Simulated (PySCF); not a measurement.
C5H10Se.
SMILES with atom numbers: `[CH3:1][Se:2][C@@H:3]1[CH2:4][C@@H:5]1[CH3:6]` (hydrogens: H7, H8, H9 on C1; H10 on C3; H11, H12 on C4; H13 on C5; H14, H15, H16 on C6)

Method: TDDFT PBE0/def2-SVPD, vertical, gas phase, core orbitals frozen in the response (PySCF). The structure is a single PBE0-D3(BJ)/def2-SVP conformer in the gas phase; no vibrational or solvent corrections. Relativistic effects, spin–orbit coupling among them, are left out although an element past zinc is present. Torsions of this conformer, `[CH3:1][Se:2][C@@H:3]1[CH2:4][C@@H:5]1[CH3:6]`: C1–Se2–C3–C4 -68°.

```tsv
state	E (eV)	λ (nm)	ν̃ (cm⁻¹)	f	main configurations (H = HOMO, L = LUMO)
S1	4.78	259.3	38570	0.0007	H→L (92%)
S2	5.56	223.1	44820	0.028	H→L+1 (92%)
S3	5.68	218.3	45820	0.015	H→L+2 (86%)
S4	6.02	206.0	48550	0.024	H→L+3 (75%), H→L+4 (16%)
S5	6.33	196.0	51010	0.0082	H→L+4 (72%), H→L+3 (21%)
S6	6.83	181.6	55080	0.0082	H→L+5 (89%)
S7	7.03	176.5	56670	0.0091	H→L+6 (45%), H→L+7 (38%)
S8	7.15	173.5	57640	0.010	H→L+6 (51%), H→L+7 (42%)
S9	7.27	170.6	58620	0.081	H-1→L (84%)
S10	7.34	168.9	59200	0.015	H→L+8 (82%)
```

Triplets, Tamm–Dancoff:

| state | E (eV) | λ (nm) | main configurations (H = HOMO, L = LUMO) |
| --- | --- | --- | --- |
| T1 | 4.33 | 286.1 | H→L (85%) |
| T2 | 5.05 | 245.5 | H→L+1 (45%), H→L+2 (33%) |
| T3 | 5.48 | 226.2 | H→L+1 (44%), H→L+2 (34%), H→L+4 (14%) |
| T4 | 5.87 | 211.1 | H→L+3 (68%), H→L+2 (18%), H→L+4 (9%) |

The lowest singlet lies at 4.78 eV (259 nm, ultraviolet) and is very weak; its leading configuration is HOMO→LUMO (92%). The strongest level in the table is S9 at 7.27 eV (171 nm, f = 0.081). Löwdin shares by element: HOMO selenium 69%, carbon 18% or more; LUMO selenium 58%, carbon 19% or more, hydrogen 5% or more (atoms not listed hold the other 19%). Orbital energies (eV): HOMO-3 -9.08, HOMO-2 -8.23, HOMO-1 -8.10, HOMO -5.98, LUMO 0.25, LUMO+1 0.73, LUMO+2 0.76. The listed states span 2.56 eV, and the widest gap between neighbours is 0.78 eV (S1 to S2). Weighted by f, the mean energy of these states is 6.68 eV. The vertical ionisation energy (ΔSCF) is 8.02 eV, 0.68 eV above S10. Only the lowest 10 singlets were computed, as vertical energies without vibronic structure.
